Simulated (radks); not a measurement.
Values are calculated unless marked as measured or tabulated.
Species: Pt XII. Configuration: [Kr] 4d10 4f12 5s2 5p5 6s2 (not the ground configuration). Code: a radial shooting solver on a logarithmic mesh with Libxc functionals. Model: scalar-relativistic Kohn-Sham, r2SCAN, spin-polarised, spherical densities, finite nucleus; open shells are filled with parallel spins first (spin-orbit coupling, left out, can overturn this in heavy ions); meta-GGA in the generalised Kohn-Sham scheme; Fermi nuclear charge, rms radius 5.427 fm.

X-ray form factor f0, the Fourier transform of the density (f0(0) = 67):

sin(theta)/lambda (1/angstrom),f0 (electrons)
0.05,66.609
0.1,65.483
0.15,63.742
0.2,61.554
0.25,59.089
0.3,56.491
0.4,51.271
0.5,46.297
0.6,41.683
0.8,33.777
1,27.734
1.25,22.318
1.5,18.669
2,14.546
